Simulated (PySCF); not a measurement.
## Two-component Hartree-Fock for V²⁺ (vanadium, charge +2)

Start: [Ar] 3d2 4s1; 3d5/2 filled at m_j = +3/2, +5/2; 4s1/2 filled at m_j = +1/2. Calculated with PySCF 2.14 in x2c-TZVPall-2c with one added diffuse shell each of s, p, d type (7s8p5d1f, 63 functions): generalised Hartree-Fock with the X2C-1e Hamiltonian and a Gaussian nucleus; one run each with spin-orbit coupling (SO) switched off, then screened by Boettger's factors. This is a chosen level, not necessarily the ground level.

```json
{"spinor shell": "1s1/2", "electrons": "2", "ε, spin-free (eV)": "-5544.6", "ε, screened SO (eV)": "-5544.6", "weight of nominal j (screened SO)": "1.000", "rms radius, screened SO (bohr)": "0.0768"}
{"spinor shell": "2s1/2", "electrons": "2", "ε, spin-free (eV)": "-682.35", "ε, screened SO (eV)": "-682.36", "weight of nominal j (screened SO)": "1.000", "rms radius, screened SO (bohr)": "0.332"}
{"spinor shell": "2p1/2", "electrons": "2", "ε, spin-free (eV)": "-570.80", "ε, screened SO (eV)": "-575.50", "weight of nominal j (screened SO)": "0.995", "rms radius, screened SO (bohr)": "0.301"}
{"spinor shell": "2p3/2", "electrons": "4", "ε, spin-free (eV)": "-570.80", "ε, screened SO (eV)": "-568.51", "weight of nominal j (screened SO)": "0.997", "rms radius, screened SO (bohr)": "0.304"}
{"spinor shell": "3s1/2", "electrons": "2", "ε, spin-free (eV)": "-111.40", "ε, screened SO (eV)": "-111.41", "weight of nominal j (screened SO)": "1.000", "rms radius, screened SO (bohr)": "1.00"}
{"spinor shell": "3p1/2", "electrons": "2", "ε, spin-free (eV)": "-78.221", "ε, screened SO (eV)": "-76.987", "weight of nominal j (screened SO)": "0.702", "rms radius, screened SO (bohr)": "1.08"}
{"spinor shell": "3d5/2", "electrons": "2", "ε, spin-free (eV)": "-36.896", "ε, screened SO (eV)": "-36.876", "weight of nominal j (screened SO)": "0.896", "rms radius, screened SO (bohr)": "1.32"}
{"spinor shell": "4s1/2", "electrons": "1", "ε, spin-free (eV)": "-23.065", "ε, screened SO (eV)": "-23.066", "weight of nominal j (screened SO)": "1.000", "rms radius, screened SO (bohr)": "3.00"}
```

Problem. Where does 3p3/2 lie, and what is the 3p spin-orbit splitting (screened SO)?

Solution. At -78.855 eV, -1.868 eV above 3p1/2.

```tsv
quantity	spin-free	screened SO
E (hartree)	-947.22161	-947.22885
M_J	9/2	9/2
⟨J²⟩	24.754	24.754
⟨L²⟩	12.004	12.005
⟨S²⟩	3.750	3.751
```

Each row is a mean over spinors that exchange with the open shell spreads, by up to 8.887 eV (3p3/2).

Rows whose weight is well below 1 are mixtures of j = l ± 1/2: exchange outweighs spin-orbit coupling there, and the label is only the starting occupation.

Without spin-orbit coupling the j labels of p, d and f shells carry no meaning; the spin-free column gives the mean over the occupied spinors of each nl shell.
